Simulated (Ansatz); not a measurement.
Relaxation of B₂FH₃O (7 atoms, charge 0, multiplicity 1), to a largest force component of 0.015 eV/Å in at most 40 steps.

Method: Ansatz, RKS PBE0-D4/def2-SVP.

```xyz
7
Properties=species:S:1:pos:R:3:forces:R:3
O -0.183 0.952 -1.219 -0.42 -0.24 -0.88
B 0.116 0.507 0.003 0.49 0.01 0.25
B -0.086 -1.109 0.444 -0.12 -0.18 -0.73
F 0.809 -2.040 0.161 0.52 -0.13 0.01
H -0.017 1.876 -1.420 0.08 0.16 0.25
H 0.586 1.263 0.798 0.20 0.55 0.49
H -1.066 -1.548 0.941 -0.74 -0.18 0.61
```

Problem. Where does it end, and by what steps?

Solution. The forces met the threshold. After 8 steps the energy has fallen by 0.085 eV; F4 moved furthest, 0.10 Å.

| step | energy less start (eV) | largest force component (eV/Å) | accepted |
| --- | --- | --- | --- |
| 0 | 0.0000 | 0.879 | yes |
| 1 | 0.1353 | 1.932 | no |
| 2 | -0.0517 | 0.689 | yes |
| 3 | -0.0732 | 0.356 | yes |
| 4 | -0.0782 | 0.250 | yes |
| 5 | -0.0816 | 0.191 | yes |
| 6 | -0.0833 | 0.131 | yes |
| 7 | -0.0845 | 0.025 | yes |
| 8 | -0.0845 | 0.011 | yes |

```xyz
7
Properties=species:S:1:pos:R:3
O -0.225 0.954 -1.236
B 0.158 0.503 -0.020
B -0.100 -1.137 0.404
F 0.856 -2.046 0.245
H -0.053 1.893 -1.363
H 0.654 1.288 0.773
H -1.130 -1.555 0.905
```

Whether the end is a true minimum wasn't checked by a vibrational analysis.

The run took 21 s on 1 thread of Intel(R) Xeon(R) Platinum 8259CL CPU @ 2.50GHz (Skylake/Cascade Lake), with other jobs on the host, peak memory 0.17 GiB.
